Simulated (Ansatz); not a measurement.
A first, cheap relaxation of CH₆BSb (`C[BH][SbH2]`).

```yaml
crystal:
  periodic: [false, false, false]
  atoms:
    - {symbol: C, position_ang: [-0.689100, 0.713800, -0.546800]}
    - {symbol: B, position_ang: [0.671900, 0.038100, -0.600200]}
    - {symbol: Sb, position_ang: [1.367000, -1.100100, 1.165700]}
    - {symbol: H, position_ang: [-1.455300, 0.014900, -0.376700]}
    - {symbol: H, position_ang: [-0.926600, 1.256000, -1.545800]}
    - {symbol: H, position_ang: [-0.746600, 1.527100, 0.255100]}
    - {symbol: H, position_ang: [1.368800, 0.097900, -1.569300]}
    - {symbol: H, position_ang: [0.228300, -2.337100, 0.916300]}
    - {symbol: H, position_ang: [0.270100, -0.256900, 2.284500]}
basis:
  gaussian: {orbitals: def2-SVP}
hamiltonian: {xc: pbe, dispersion: d4}
relax: {f_tol: 0.03, max_steps: 200}
```

```sh
$ ansatz run in.yaml --threads 4 --pin off --events-out ev --progress --plain
```

It prints (some lines left out):

```
Functional definition: PBE
mean field -8342.92561996 eV, -306.5968614956 hartree, gradient 7.9e-6 eV, S^2 0.000000; 0 other end points of the search recorded, 0 dependent functions left out
relax step   1: F+E_penalty+E_count = -8343.09414871 eV  Δ(F+E_penalty+E_count) = +0.000e0 eV  max|allowed force component| = 3.584e0 eV/Å  Δτ_max = 0.0000 Å  (26 SCF iters, accepted)
mean field -8343.12427585 eV, -306.6041619647 hartree, gradient 1.1e-5 eV, S^2 0.000000; 0 other end points of the search recorded, 0 dependent functions left out
relax step   2: F+E_penalty+E_count = -8343.28652574 eV  Δ(F+E_penalty+E_count) = -1.924e-1 eV  max|allowed force component| = 7.150e-1 eV/Å  Δτ_max = 0.1934 Å  (27 SCF iters, accepted)
mean field -8343.13567576 eV, -306.6045809038 hartree, gradient 7.6e-6 eV, S^2 0.000000; 0 other end points of the search recorded, 0 dependent functions left out
relax step   3: F+E_penalty+E_count = -8343.30070166 eV  Δ(F+E_penalty+E_count) = -1.418e-2 eV  max|allowed force component| = 8.716e-1 eV/Å  Δτ_max = 0.2000 Å  (27 SCF iters, accepted)
mean field -8343.24831560 eV, -306.6087203414 hartree, gradient 2.6e-5 eV, S^2 0.000000; 0 other end points of the search recorded, 0 dependent functions left out
relax step   4: F+E_penalty+E_count = -8343.41491615 eV  Δ(F+E_penalty+E_count) = -1.142e-1 eV  max|allowed force component| = 1.836e-1 eV/Å  Δτ_max = 0.2000 Å  (26 SCF iters, accepted)
mean field -8343.27215686 eV, -306.6095964917 hartree, gradient 1.6e-5 eV, S^2 0.000000; 0 other end points of the search recorded, 0 dependent functions left out
relax step   5: F+E_penalty+E_count = -8343.43744235 eV  Δ(F+E_penalty+E_count) = -2.253e-2 eV  max|allowed force component| = 1.746e-1 eV/Å  Δτ_max = 0.1245 Å  (27 SCF iters, accepted)
mean field -8343.29820241 eV, -306.6105536480 hartree, gradient 9.3e-6 eV, S^2 0.000000; 0 other end points of the search recorded, 0 dependent functions left out
relax step   6: F+E_penalty+E_count = -8343.46185525 eV  Δ(F+E_penalty+E_count) = -2.441e-2 eV  max|allowed force component| = 3.828e-1 eV/Å  Δτ_max = 0.1980 Å  (26 SCF iters, accepted)
mean field -8343.33005805 eV, -306.6117243211 hartree, gradient 5.8e-6 eV, S^2 0.000000; 0 other end points of the search recorded, 0 dependent functions left out
relax step   7: F+E_penalty+E_count = -8343.49334070 eV  Δ(F+E_penalty+E_count) = -3.149e-2 eV  max|allowed force component| = 1.910e-1 eV/Å  Δτ_max = 0.1999 Å  (26 SCF iters, accepted)
mean field -8343.34734309 eV, -306.6123595345 hartree, gradient 9.4e-6 eV, S^2 0.000000; 0 other end points of the search recorded, 0 dependent functions left out
relax step   8: F+E_penalty+E_count = -8343.51011445 eV  Δ(F+E_penalty+E_count) = -1.677e-2 eV  max|allowed force component| = 9.502e-2 eV/Å  Δτ_max = 0.1993 Å  (26 SCF iters, accepted)
mean field -8343.34740370 eV, -306.6123617619 hartree, gradient 8.5e-6 eV, S^2 0.000000; 0 other end points of the search recorded, 0 dependent functions left out
relax step   9: F+E_penalty+E_count = -8343.50950401 eV  Δ(F+E_penalty+E_count) = +6.104e-4 eV  max|allowed force component| = 3.593e-1 eV/Å  Δτ_max = 0.1869 Å  (27 SCF iters, rejected (line search))
mean field -8343.35291618 eV, -306.6125643421 hartree, gradient 1.8e-5 eV, S^2 0.000000; 0 other end points of the search recorded, 0 dependent functions left out
relax step  10: F+E_penalty+E_count = -8343.51512839 eV  Δ(F+E_penalty+E_count) = -5.014e-3 eV  max|allowed force component| = 4.578e-2 eV/Å  Δτ_max = 0.0934 Å  (26 SCF iters, accepted)
mean field -8343.35289676 eV, -306.6125636283 hartree, gradient 1.7e-5 eV, S^2 0.000000; 0 other end points of the search recorded, 0 dependent functions left out
relax step  11: F+E_penalty+E_count = -8343.51474660 eV  Δ(F+E_penalty+E_count) = +3.818e-4 eV  max|allowed force component| = 1.095e-1 eV/Å  Δτ_max = 0.0975 Å  (26 SCF iters, rejected (line search))
mean field -8343.35417730 eV, -306.6126106872 hartree, gradient 1.6e-5 eV, S^2 0.000000; 0 other end points of the search recorded, 0 dependent functions left out
relax step  12: F+E_penalty+E_count = -8343.51623015 eV  Δ(F+E_penalty+E_count) = -1.102e-3 eV  max|allowed force component| = 3.843e-2 eV/Å  Δτ_max = 0.0475 Å  (27 SCF iters, accepted)
mean field -8343.35406093 eV, -306.6126064106 hartree, gradient 1.6e-5 eV, S^2 0.000000; 0 other end points of the search recorded, 0 dependent functions left out
relax step  13: F+E_penalty+E_count = -8343.51618927 eV  Δ(F+E_penalty+E_count) = +4.088e-5 eV  max|allowed force component| = 5.828e-2 eV/Å  Δτ_max = 0.0237 Å  (27 SCF iters, rejected (line search))
mean field -8343.35430532 eV, -306.6126153918 hartree, gradient 1.6e-5 eV, S^2 0.000000; 0 other end points of the search recorded, 0 dependent functions left out
relax step  14: F+E_penalty+E_count = -8343.51644061 eV  Δ(F+E_penalty+E_count) = -2.105e-4 eV  max|allowed force component| = 3.584e-2 eV/Å  Δτ_max = 0.0115 Å  (27 SCF iters, accepted)
mean field -8343.35477749 eV, -306.6126327436 hartree, gradient 1.6e-5 eV, S^2 0.000000; 0 other end points of the search recorded, 0 dependent functions left out
relax step  15: F+E_penalty+E_count = -8343.51686387 eV  Δ(F+E_penalty+E_count) = -4.233e-4 eV  max|allowed force component| = 1.398e-2 eV/Å  Δτ_max = 0.0231 Å  (27 SCF iters, accepted)
mean field -8343.35477749 eV, -306.6126327436 hartree, gradient 1.6e-5 eV, S^2 0.000000; 1 other end points of the search recorded, 0 dependent functions left out
Total energy: -8343.51689887 eV, -306.6185905945 hartree
Atom 0 at    -0.693170     0.985267    -0.600681 Å, force    -0.013982     0.005067    -0.000798 eV/Å
Atom 1 at     0.402854    -0.121899    -0.548319 Å, force     0.010311    -0.000152     0.007094 eV/Å
Atom 2 at     1.437551    -0.779255     1.335386 Å, force     0.000786     0.002278     0.001299 eV/Å
Atom 3 at    -1.636073     0.416925    -0.801828 Å, force    -0.002428     0.002926    -0.000945 eV/Å
Atom 4 at    -0.587439     1.666624    -1.471887 Å, force     0.005091     0.000259     0.000310 eV/Å
Atom 5 at    -0.863053     1.571081     0.323292 Å, force     0.000975    -0.004067    -0.000127 eV/Å
Atom 6 at     0.790378    -0.642146    -1.581802 Å, force    -0.001618    -0.005676    -0.003033 eV/Å
Atom 7 at     1.221040    -2.462956     1.009551 Å, force     0.000165    -0.000216    -0.001142 eV/Å
Atom 8 at     0.016412    -0.679941     2.319087 Å, force     0.000702    -0.000419    -0.002658 eV/Å
Dipole moment:    -0.163201     0.145837    -0.115706 e Å
```

Run time 6.5 s (4 threads of a server CPU on a shared host); peak host memory 0.14 GiB.
